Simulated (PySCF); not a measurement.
Numbering as in the mapped SMILES `[O:1]=[P:2]1([CH2:3][SiH3:4])[CH:5]=[CH:6][CH2:7][CH:8]=[CH:9]1` (H(Xn): hydrogen on atom n).

Level of theory: σ from GIAO-PBE0/pcSseg-1, geometry from GFN2-xTB, in PySCF 2.14.0 with density-fitted response routines (equivalent nuclei averaged, no relativistic terms, one conformer, no solvent model).

Task: List the cross peaks expected in HSQC, COSY and HMBC spectra.

Result: 

HSQC (one-bond C–H):
```tsv
δH	δC
6.88 (H(C6)/H(C8))	147.4 (C6/C8)
6.63 (H(C5)/H(C9))	139.2 (C5/C9)
3.05 (Hb(C7))	33.4 (C7)
2.55 (Ha(C7))	33.4 (C7)
0.95 (H(C3))	16.7 (C3)
```

COSY cross peaks (H two or three bonds apart, from the bond graph; peaks can be absent where the dihedral angle is near 90°):
```tsv
δH	δH
6.88 (H(C6)/H(C8))	6.63 (H(C5)/H(C9))
6.88 (H(C6)/H(C8))	3.05 (Hb(C7))
6.88 (H(C6)/H(C8))	2.55 (Ha(C7))
4.12 (H(Si4))	0.95 (H(C3))
3.05 (Hb(C7))	2.55 (Ha(C7))
```

HMBC (two and three bonds, from the bond graph):
```tsv
δH	δC
6.88 (H(C6)/H(C8))	147.4 (C6/C8), 139.2 (C5/C9), 33.4 (C7)
6.63 (H(C5)/H(C9))	147.4 (C6/C8), 139.2 (C5/C9), 33.4 (C7), 16.7 (C3)
4.12 (H(Si4))	16.7 (C3)
3.05 (Hb(C7))	147.4 (C6/C8), 139.2 (C5/C9)
2.55 (Ha(C7))	147.4 (C6/C8), 139.2 (C5/C9)
0.95 (H(C3))	139.2 (C5/C9)
```

Chemical shifts δ = σref − σ; ¹H (σ = 31.72 ppm) and ¹³C (σ = 186.93 ppm) against TMS, all at this level.

Shifts are as computed. Against solution values, carbons near 30 ppm lie about +3 ppm off and those near 130 ppm about +5 ppm. Of 1211 compounds with measured shifts, 218 miss one by over three times the rms of a fit or turn the order of signals round; such compounds aren't used in these exercises.
